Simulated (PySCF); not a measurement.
C3H4O2Si, SMILES C1C(=O)O[SiH2]C=1. Atoms are numbered in the order given.

```xyz
10

O     -0.3783    -2.3047     0.0000
C     -0.1169    -1.1250     0.0000
C      1.2669    -0.5282     0.0000
C      1.3485     0.8228     0.0000
Si    -0.4250     1.4366     0.0000
O     -1.0924    -0.1484     0.0000
H      2.1163    -1.2298     0.0000
H      2.3059     1.3651     0.0000
H     -0.8486     2.1797    -1.2305
H     -0.8486     2.1797     1.2305
```

Geometry: PBE-D3(BJ)/def2-SVP. This is a generated structure with no PubChem entry under its InChIKey; it may be hypothetical.

Two levels are set side by side: PBE/pcSseg-1 (PySCF) and PBE0/pcSseg-1 (PySCF). GIAO shifts against H2O (¹⁷O), TMS (²⁹Si), TMS (¹H), TMS (¹³C) at the same level; non-relativistic, no solvent, atoms listed together averaged. Differences are taken from unrounded values.

| quantity | PBE |
|---|---|
| δ(¹⁷O) of O1 (ppm) | 480.6 |
| δ(¹³C) of C2 (ppm) | 173.4 |
| δ(¹³C) of C3 (ppm) | 155.9 |
| δ(¹³C) of C4 (ppm) | 152.2 |
| δ(²⁹Si) of Si5 (ppm) | -4.3 |
| δ(¹⁷O) of O6 (ppm) | 205.0 |
| δ(¹H) of H7 (ppm) | 7.35 |
| δ(¹H) of H8 (ppm) | 7.76 |
| δ(¹H) of H9, H10 (ppm) | 5.93 |

Q: These are the PBE values. What does PBE0 give? (An estimate is asked for; the answer gives what the named calculation found.)

A: 
```
quantity                 PBE0  PBE minus PBE0
----------------------  -----  --------------
δ(¹⁷O) of O1 (ppm)      483.7            -3.1
δ(¹³C) of C2 (ppm)      175.9            -2.4
δ(¹³C) of C3 (ppm)      158.2            -2.3
δ(¹³C) of C4 (ppm)      154.6            -2.5
δ(²⁹Si) of Si5 (ppm)     -3.8            -0.5
δ(¹⁷O) of O6 (ppm)      192.1            12.8
δ(¹H) of H7 (ppm)        7.44           -0.09
δ(¹H) of H8 (ppm)        7.87           -0.12
δ(¹H) of H9, H10 (ppm)   5.76            0.17
```

Rough cost on one machine, each run with all the roots and properties that it gave: PBE0 against PBE within a factor of 2.
